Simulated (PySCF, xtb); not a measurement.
CH3NO2Si, SMILES N#CO[SiH2]O.

GFN2-xTB (xtb) at its own geometry gives an orbital gap of 6.04 eV and a dipole moment of 4.16 D.

Geometry optimised at r2SCAN-D4/def2-SVP. This is a generated structure with no PubChem entry under its InChIKey; it may be hypothetical. One conformer was computed; it need not be the lowest.

### Question
What does PBE/def2-TZVP (PySCF) give? (An estimate is asked for; the answer gives what the named calculation found.)

### Answer
gap 6.03 eV (levels -7.28 and -1.24 eV), dipole 4.02 D.
